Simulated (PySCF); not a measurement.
HCl$_{3}$OTi, charge -1, doublet, at the geometry of the source list (the multiplicity is a formal guess) (a gas-phase anion, which may not be bound at this level), with bond 2-1 at 1.8 times its length; CASCI(5,5)+NEVPT2/STO-3G in PySCF.

The PySCF input:
```python
from pyscf import gto, scf, mcscf, mrpt
import numpy

mol = gto.M(
    atom='''
Ti    0.24300000   -0.11870000   -0.01240000
Cl    3.19608000    2.02600000   -1.17070000
Cl    0.90120000   -0.91690000    1.84740000
Cl    0.28820000   -1.79020000   -1.32620000
O    -1.22490000    0.66870000    0.05010000
H    -2.09110000    1.08420000    0.09710000
''',
    basis='sto-3g',
    charge=-1,
    spin=1,
    verbose=3,
)

mf = scf.ROHF(mol)
mf.kernel()
mc = mcscf.CASCI(mf, 5, 5)
mc.fix_spin_(ss=0.75)
mc.kernel()
occ = numpy.linalg.eigvalsh(mc.fcisolver.make_rdm1(mc.ci, mc.ncas, mc.nelecas))[::-1]
ss = mc.fcisolver.spin_square(mc.ci, mc.ncas, mc.nelecas)[0]
print('natural occupations', occ.round(4), ' <S^2>', round(ss, 4))
e2 = mrpt.NEVPT(mc).kernel()
print('E(NEVPT2) = %.10f' % (mc.e_tot + e2))
```

Q: Predict the main parts of the log of this PySCF run.

A: 
```
converged SCF energy = -2278.14056243239
CASCI E = -2278.14056561786  E(CI) = -3.72815570983948  S^2 = 0.7500000
natural occupations [2. 2. 1. 0. 0.]  <S^2> 0.75

WARN: Active orbitals [0] (occs = [1.99999981]) are canonicalized with core orbitals

Sr    (-1)',   E = -0.00000421661015
Si    (+1)',   E = -0.00078861571579
Sijrs (0)  ,   E = -0.09824692495209
Sijr  (+1) ,   E = -0.03007483163386
Srsi  (-1) ,   E = -0.00356802558236
Srs   (-2) ,   E = -0.00000171809542
Sij   (+2) ,   E = -0.00946032868015
Sir   (0)' ,   E = -0.00461389539707
Nevpt2 Energy = -0.146758556666881
E(NEVPT2) = -2278.2873241745
```
